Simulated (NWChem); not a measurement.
# Atomisation of CF₂

```
C
F 1 1.2986
F 1 1.2986 2 104.83
```
Charge 0, spin multiplicity 1.

All runs are NWChem calculations. The geometry was optimised at B3LYP/def2-SVP, a minimum by its harmonic frequencies.

Basis set: def2-TZVP. The atomisation energy is electronic alone: no zero-point, thermal, spin-orbit or counterpoise terms. No value is extrapolated to the basis-set limit. Free atoms are single determinants with multiplicities F 2, C 3. Correlated methods freeze the same cores in atoms and molecule, 3 orbitals in all.

| method | atomisation energy (kcal/mol) |
|---|---|
| HF | 158.2 |
| LDA (SVWN5) | 324.6 |
| B3LYP | 255.4 |
| PBE | 276.7 |
| M06-2X | 259.4 |
| r2SCAN | 259.2 |
| PBE0 | 258.2 |
| MP2 | 263.4 |
| CAM-B3LYP | 259.5 |
| CCSD(T) | 249.4 |

The values span 166.4 kcal/mol, from HF (lowest) to LDA (SVWN5) (highest). 

B3LYP has NWChem's definition, with VWN1-RPA local correlation. The structure started from a generated list of species. No SCF solution was tested for a lower state. Open-shell Hartree-Fock references start from PBE0 orbitals. No row is a measurement; the coupled-cluster row has its own basis-set and correlation limits.
